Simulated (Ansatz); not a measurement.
Start from `CB(N)C=[Se]` and change one atom or group to get `CBN`.

Ansatz, PBE0-D4/def2-TZVP geometries, multiplicity 1. Each molecule was computed in one conformer, which needn't be the lowest.

Scalar relativity is left out up to krypton.

```csv
property,`CB(N)C=[Se]`
HOMO–LUMO gap (B3LYP/def2-TZVPP) / eV,2.75
HOMO–LUMO gap (PBE/def2-TZVPP) / eV,1.16
LUMO energy (PBE/def2-TZVPP) / eV,-3.62
HOMO–LUMO gap (ωB97M-V/def2-TZVPP) / eV,7.41
HOMO–LUMO gap (PBE0/def2-TZVPP) / eV,3.15
size of the dipole moment (PBE/def2-TZVPP) / D,3.39
```

Give the same properties after the change, and the shifts. (Best estimate.)

Ansatz gave: 
```json
{"property": "HOMO–LUMO gap (B3LYP/def2-TZVPP) / eV", "`CBN`": "8.65", "shift": "5.90"}
{"property": "HOMO–LUMO gap (PBE/def2-TZVPP) / eV", "`CBN`": "6.77", "shift": "5.61"}
{"property": "LUMO energy (PBE/def2-TZVPP) / eV", "`CBN`": "-0.18", "shift": "3.44"}
{"property": "HOMO–LUMO gap (ωB97M-V/def2-TZVPP) / eV", "`CBN`": "13.02", "shift": "5.61"}
{"property": "HOMO–LUMO gap (PBE0/def2-TZVPP) / eV", "`CBN`": "9.14", "shift": "5.99"}
{"property": "size of the dipole moment (PBE/def2-TZVPP) / D", "`CBN`": "1.62", "shift": "-1.77"}
```

With PBE0 the HOMO falls by 2.35 eV and the LUMO rises by 3.65 eV, so the gap widens by about 6.00 eV. PBE moves the HOMO by -2.16 eV and ωB97M-V by -2.56 eV. Dipoles are sizes alone; their direction can turn.

B3LYP here is the variant with VWN-RPA as its local correlation; programs differ in this.

Spin–orbit coupling is left out; it splits and shifts lone-pair levels of the heavy atoms by tenths of an eV.
